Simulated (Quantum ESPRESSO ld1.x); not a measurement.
Charge is removed step by step from the 4s down level of neutral strontium, starting from [Ar] 3d10 4s(up 1, down 1) 4p6 5s2. All-electron calculation, scalar-relativistic Kohn-Sham, LDA (Slater exchange, Perdew-Zunger correlation), spin-polarised, spherical densities, point nucleus. Program: ld1.x of Quantum ESPRESSO 7.5.

| removed (e) | E - E(0) (eV) | eigenvalue (eV) | E minus straight line (eV) |
|---|---|---|---|
| 0 | 0.000 | -40.911 | 0.000 |
| 0.25 | 10.582 | -43.780 | -1.121 |
| 0.5 | 21.895 | -46.758 | -1.510 |
| 0.75 | 33.964 | -49.827 | -1.144 |
| 1 | 46.811 | -52.976 | 0.000 |

Removing the whole electron costs 46.811 eV by Delta-SCF, against 40.911 eV from minus the eigenvalue at the starting occupation. Slater's transition state (half an electron removed) gives 46.758 eV. Integrating minus the eigenvalue over the occupation (Janak's theorem) gives 46.819 eV. In this scalar-relativistic scheme the density is built from large components alone, so the theorem holds only approximately. The mean slope of the eigenvalue, de/dn, is 12.1 eV per electron.
